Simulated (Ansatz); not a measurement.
`F/C(=N\[SiH3])[SiH2]Cl` + `O[SiH](O)S` → `O[SiH](O)S[SiH2]Cl` + `F/C=N/[SiH3]`  (ligand exchange at the Si–C bond)

Isolated molecules relaxed with PBE0-D4/def2-TZVP in Ansatz; ΔE leaves out vibrations. CBS: MP2 limit from def2 TZ/QZ plus the TZ coupled-cluster correction, frozen cores. Double bonds are as drawn, so ΔE can hold a change between cis and trans. Functionals use def2-TZVPP. One conformer a species, not always the lowest.

CCSD(T)/CBS gives -19.4 kcal/mol.

Task: Another level gave -19.6 kcal/mol. Which?
A. LDA (SPW92)/def2-TZVPP
B. BLYP-D4/def2-TZVPP
C. PBE-QIDH/def2-TZVPP
D. HF/def2-TZVPP

Result: D. HF/def2-TZVPP -19.6, LDA (SPW92) -18.5, PBE-QIDH -20.8, BLYP-D4 -17.2 kcal/mol.

Largest T1 diagnostic among the species: 0.014.

The D4 term adds −1.2 kcal/mol with B3LYP and −0.6 kcal/mol with PBE0; it sums over pairs of atoms, weighted by their polarisabilities, and B3LYP, whose exchange is more repulsive, gets the larger term. From r2SCAN to r2SCAN0 (25 % exact exchange), in def2-TZVPP and without D4, ΔE moves by −1.1 kcal/mol. At CCSD(T), def2-SVP lies +2.7 kcal/mol from the extrapolated value and def2-TZVPP +0.7 kcal/mol.

CCSD(T)/CBS has its own doubt, a few kJ/mol and more with outer-core shells, so smaller differences from it don't rank the levels.

B3LYP here is the variant with VWN-RPA as its local correlation; programs differ in this.
